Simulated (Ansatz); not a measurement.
`CC(C)CS` and `CC(C)[Si]O` differ in one atom or group.

Ansatz, PBE0-D4/def2-TZVP geometries, multiplicity 1. Each molecule was computed in one conformer, which needn't be the lowest.

```json
{"property": "LUMO energy (PBE0/def2-TZVPP) / eV", "`CC(C)CS`": "0.54"}
{"property": "LUMO energy (ωB97M-V/def2-TZVPP) / eV", "`CC(C)CS`": "2.20"}
{"property": "size of the dipole moment (PBE/def2-TZVPP) / D", "`CC(C)CS`": "1.59"}
{"property": "size of the dipole moment (B3LYP/def2-TZVPP) / D", "`CC(C)CS`": "1.59"}
{"property": "HOMO–LUMO gap (PBE0/def2-TZVPP) / eV", "`CC(C)CS`": "7.29"}
{"property": "HOMO energy (PBE/def2-TZVPP) / eV", "`CC(C)CS`": "-5.51"}
```

(1) What does the change do to each property? (Best estimate.)

Results:

(1) Ansatz gave: 
| property | `CC(C)[Si]O` | shift |
| --- | --- | --- |
| LUMO energy (PBE0/def2-TZVPP) / eV | -1.54 | -2.08 |
| LUMO energy (ωB97M-V/def2-TZVPP) / eV | 0.42 | -1.78 |
| size of the dipole moment (PBE/def2-TZVPP) / D | 2.44 | 0.85 |
| size of the dipole moment (B3LYP/def2-TZVPP) / D | 2.39 | 0.80 |
| HOMO–LUMO gap (PBE0/def2-TZVPP) / eV | 4.57 | -2.72 |
| HOMO energy (PBE/def2-TZVPP) / eV | -5.05 | 0.46 |

With PBE0 the HOMO rises by 0.64 eV and the LUMO falls by 2.08 eV, so the gap narrows by about 2.72 eV. PBE moves the HOMO by 0.46 eV and ωB97M-V by 0.80 eV. Dipoles are sizes alone; their direction can turn.

B3LYP here is the variant with VWN-RPA as its local correlation; programs differ in this.
